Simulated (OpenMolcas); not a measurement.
## Nd4+: CASPT2 settings compared

- Program: OpenMolcas 26.06
- Basis: ANO-R1 [7s5p3d2f]
- Scalar Hamiltonian: X2C, finite nucleus
- Active space: 2 electrons in 7 orbitals (4f)
- State averaging: 2S+1 = 3 even, 21 roots; 2S+1 = 1 even, 27 roots kept (CI in the orbitals of an earlier block)
- Spin-orbit coupling: RASSI with atomic mean-field integrals over the reference wave functions, term energies averaged over their components

Methods on the same reference wave functions:
A. CASSCF
B. SS-CASPT2, IPEA 0.35 Eh, imaginary shift 0.5 Eh (closed shells correlated: 5s 5p)
C. SS-CASPT2, IPEA 0.3 Eh, imaginary shift 0.3 Eh (closed shells correlated: 4d 5s 5p)
D. XMS-CASPT2, IPEA 0.2 Eh, imaginary shift 0.2 Eh (closed shells correlated: 4d 5s 5p)

Energies in cm⁻¹ above 4f² ³H₄, the measured ground level; measured values from the list in Carvajal Gallego et al., Mon. Not. R. Astron. Soc. 518, 332 (2023).

```json
{"Level": "4f² ³H₄", "A": "0.0", "B": "0.0", "C": "0.0", "D": "0.0", "Measured": "0.0"}
{"Level": "4f² ³H₅", "A": "3049", "B": "3050", "C": "3070", "D": "3070", "Measured": "2834"}
{"Level": "4f² ³H₆", "A": "6224", "B": "6220", "C": "6240", "D": "6250", "Measured": "5743"}
{"Level": "4f² ³F₂", "A": "7938", "B": "7400", "C": "6680", "D": "6830", "Measured": "5894"}
{"Level": "4f² ³F₃", "A": "9913", "B": "9390", "C": "8680", "D": "8840", "Measured": "7785"}
{"Level": "4f² ¹D₂", "A": "27610", "B": "26180", "C": "24630", "D": "24570", "Measured": "20551"}
{"Level": "4f² ¹I₆", "A": "33072", "B": "31800", "C": "31790", "D": "31750", "Measured": "26088"}
{"Level": "4f² ³P₀", "A": "34540", "B": "32630", "C": "30740", "D": "30560", "Measured": "25051"}
{"Level": "4f² ³P₁", "A": "35080", "B": "33170", "C": "31280", "D": "31100", "Measured": "25893"}
{"Level": "4f² ³P₂", "A": "36766", "B": "34890", "C": "33030", "D": "32860", "Measured": "27479"}
```

Deviations, from unrounded energies. A percentage is the sum of absolute deviations over the sum of measured energies, with the sign that they share, or ± where signs differ.

| Against measurement | Levels | A | B | C | D |
| --- | --- | --- | --- | --- | --- |
| mean absolute deviation (cm-1) | 9 | 5200 | 4200 | 3200 | 3200 |
| fine structure of the ground term (%) | 2 | +8.1 | +8.1 | +8.5 | +8.6 |
| other terms of the ground configuration (%) | 7 | +33.3 | +26.5 | +20.2 | +20.0 |

C, D lie about equally close to measurement and A furthest from it. The largest miss of D in the table is 4f² ¹I₆, by +5700 cm-1. The ranking rests on the paired levels alone, and a cruder setting can come out closer through cancelling errors.

Among B to D the level of the table that moves most is 4f² ³P₀, by 2100 cm-1 (lowest in D, highest in B). Moves below CASPT2's spread within the term are not significant.

The two smallest mean deviations differ by little beside CASPT2's spread within terms, so their order carries little weight.

From A to B the spin-free energies of the other terms of 4f² shown, above ³H, scale by factors of 0.92 to 0.96, as is usual when dynamic correlation screens the repulsion within a d or f shell.

The lowest spin-free term lies below A's lowest term by 0.106 hartree in B, 0.362 hartree in C, 0.365 hartree in D.

CASPT2 breaks the degeneracy within a term, and the mean is taken; among the terms shown or strongly mixed into the levels shown the widest spread is 350 cm-1 (4f² ¹I, D). Terms from blocks run as CI alone lack orbitals of their own. The basis is small and was not contracted for so high a charge. The CASPT2 spread within a term exceeds the gap to the next term for 4f² ¹I and 4f² ³P, so the order of their levels is uncertain (figures for C; the like holds for D). Without dynamic correlation excited terms often stand tens of per cent too high (terms of higher spin than the ground term too low), and those without a measured partner can miss by more than the paired ones (holds for A). Some levels mix across a computed gap that differs much from the measured one, so their mixing is not that of the real levels (holds for A). Some terms miss by over 15 % even with CASPT2, which points to a basis or an active space too small for the shells correlated (holds for B; C; D). Measured partners are found by configuration, term and J. A level has none where our copy of the source lacks it or the pairing is in doubt (some pairs that miss far off the trend of their configuration count as doubtful), and it then counts in no deviation. Levels of configurations outside the active space are missing. The table leaves out levels that lie high or whose names do not pair safely across all columns.
